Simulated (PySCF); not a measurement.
Compound: C2H6NSi2 (doublet state).
Cartesian coordinates in Å at the GFN2-xTB level; atoms count from 1:
```
atom  x, y, z in Å
N1     3.113    1.527   -0.654
C2     2.355    0.892   -0.057
Si3    1.307   -0.279    0.878
C4    -0.149   -0.987   -0.097
Si5   -1.578    0.250   -0.383
H6     1.080    0.146    2.252
H7    -0.537   -1.862    0.427
H8     0.206   -1.342   -1.066
H9    -2.643   -0.415   -1.135
H10   -1.065    1.404   -1.117
H11   -2.084    0.669    0.926
```

The hyperfine couplings belong to this conformer and change with its torsions.

As a line formula: `N#C[SiH]C[SiH3]` [radical].

Computed with PySCF, UKS B3LYP, pcH-1 on C H N Si, non-relativistic, mean-field spin-orbit, GIAO. Isolated species at its GFN2-xTB geometry (one conformer only). A GFN2-xTB geometry isn't a minimum of the functional, and hyperfine couplings can be far from their values at a DFT geometry, by a factor of two or more for some ions and for spin on atoms past the first row. No stability test was run, so a lower SCF solution isn't excluded.

Q: Match the computed a_iso(13C) values +6.5, +2.1 MHz with the sites C2; C4.

A: 
```
site  a_iso (MHz)  ρ(0) (bohr⁻³)         position  distance from Si3 (Å)  spin population  largest |T| (MHz)
  C2         +2.1        +0.0019  1 bond from Si3                   1.83            -0.09                9.8
  C4         +6.5        +0.0057  1 bond from Si3                   1.89            -0.01                8.3
```

Q: The isotropic 29Si couplings are -414.2, -56.7 MHz. Assign them to Si3; Si5.

A: 
| site | a_iso (MHz) | ρ(0) (bohr⁻³) | position | distance from Si3 (Å) | spin population | largest \|T\| (MHz) |
| --- | --- | --- | --- | --- | --- | --- |
| Si3 | -414.2 | +0.4674 | largest spin population | 0.00 | +0.92 | 169.8 |
| Si5 | -56.7 | +0.0639 | 2 bonds from Si3 | 3.19 | +0.02 | 8.8 |

ρ(0) is the spin density at the nucleus and T the dipolar tensor; a_iso includes a spin–orbit part; entries for several nuclei are means. The largest Mulliken spin populations are on Si3 (+0.92), N1 (+0.15) and C2 (-0.09). The positive populations add up to 1.11 and the negative ones to -0.11, together 2S = 1. The angles at Si3 add up to 345.8°, so it is pyramidal.

Class means assume fast exchange of nuclei equivalent by connectivity; if that motion is slow, each nucleus keeps its own coupling. The three 1H nuclei of mean +7.5 MHz run from -1.4 to 25.0 MHz in the frozen geometry.
